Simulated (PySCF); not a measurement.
C3H10O4Si3.
SMILES with atom numbers: `[CH3:1][C:2](=[O:3])[O:4][C@@H:5]1[SiH2:6][O:7][Si@H:8]1[O:9][SiH3:10]`

NICS = −σ at a ghost point: NICS(0) at the centroid of the ring atoms, NICS(1) 1 Å to either side along the normal of their mean plane, zz for the tensor component along that normal. Level: GIAO PBE0/pcSseg-1 (PySCF, non-relativistic, gas phase) on the GFN2-xTB geometry, one conformer.

Ring bond lengths (Å), with Mayer bond orders in brackets: C5–Si6 1.918 (0.86), Si6–O7 1.715 (0.82), O7–Si8 1.631 (1.03), Si8–C5 1.923 (0.81).

Question: Give the NICS values of each ring in ppm.

Answer: 
```
         ring                                                      type  NICS(0)  NICS(1), two faces  NICS(1)zz, two faces  rms pucker (Å)  centre to ring atoms, mean (Å)
C5–Si6–O7–Si8  4-membered ring with O and 2 Si; formal bonds all single     -4.8         -3.8 / -1.6            -0.5 / 0.7            0.10                            1.26
```

Question: What do they say, and how far can they be read as aromaticity?

Answer: 
- C5–Si6–O7–Si8: mean NICS(1)zz 0.1 ppm, near zero. C5, Si6, Si8 have four or more neighbours, so the value isn't read as a sign of a π ring current.

Question: At the second NICS(1) probe listed for ring C5–Si6–O7–Si8, 1 Å off the ring, how large is the induced field along the normal in 14.1 T applied along it?

Answer: NICSzz × B0 = 0.7 ppm × 14.1 T = 10 μT, along the applied field.

Question: What are the shieldings of the ring atoms and their hydrogens in the same run (means over atoms taken as equivalent)?

Answer: 
```
   atoms                 environment  σ isotropic (ppm)
      C5  sp3 carbon bound to oxygen              115.2
     Si6        oxygen-bound silicon              394.4
      O7             siloxane oxygen              201.6
     Si8        oxygen-bound silicon              382.1
 H on C5            methine hydrogen              27.63
H on Si6               Si–H hydrogen              26.30
H on Si6               Si–H hydrogen              26.56
H on Si8               Si–H hydrogen              26.55
```

Shape of the structure used: `[CH3:1][C:2](=[O:3])[O:4][C@@H:5]1[SiH2:6][O:7][Si@H:8]1[O:9][SiH3:10]`: C1–C2–O4–C5 -178°, C2–O4–C5–Si6 -28°, O7–Si8–O9–Si10 30°.
